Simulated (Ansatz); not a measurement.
AlBClH3N2 (`[NH2][Al]1[NH][B]1Cl`) at its PBE0-D4/def2-TZVP geometry, where that method's forces vanish. The species carries charge 0 and has multiplicity 1.

```json
{"atom": "N1", "x (Å)": "-0.6239", "y (Å)": "-1.9731", "z (Å)": "-0.1154"}
{"atom": "Al2", "x (Å)": "0.2431", "y (Å)": "-0.4478", "z (Å)": "0.0096"}
{"atom": "N3", "x (Å)": "-0.2713", "y (Å)": "1.2918", "z (Å)": "0.0121"}
{"atom": "B4", "x (Å)": "1.1230", "y (Å)": "1.3228", "z (Å)": "0.1430"}
{"atom": "Cl5", "x (Å)": "2.2368", "y (Å)": "2.6605", "z (Å)": "0.2860"}
{"atom": "H6", "x (Å)": "-1.6226", "y (Å)": "-2.0634", "z (Å)": "-0.2111"}
{"atom": "H7", "x (Å)": "-0.1893", "y (Å)": "-2.8808", "z (Å)": "-0.1012"}
{"atom": "H8", "x (Å)": "-0.8957", "y (Å)": "2.0899", "z (Å)": "-0.0229"}
```

**Question.** For each bond, give half the difference of the two atoms' forces along it (eV/Å; positive pushes the atoms apart) under PBE-D4, r2SCAN-D4, B3LYP-D4, ωB97M-V in def2-TZVPP. (An estimate is asked.)

**Answer.** The calculation gave: 
```csv
bond,length (Å),PBE-D4,r2SCAN-D4,B3LYP-D4,ωB97M-V
N1–Al2,1.759,-0.04,-0.02,0.03,0.07
N1–H6,1.007,0.18,0.01,0.00,-0.03
N1–H7,1.007,0.20,0.02,0.00,-0.03
Al2–N3,1.814,0.12,0.01,0.02,0.02
Al2–B4,1.982,0.12,0.04,-0.06,-0.16
N3–B4,1.401,0.29,0.15,-0.03,0.03
N3–H8,1.014,0.14,0.01,-0.01,-0.11
B4–Cl5,1.747,-0.03,0.00,0.15,0.18
```

B3LYP here is the variant with VWN-RPA as its local correlation; programs differ in this.

All numbers were calculated with Ansatz.
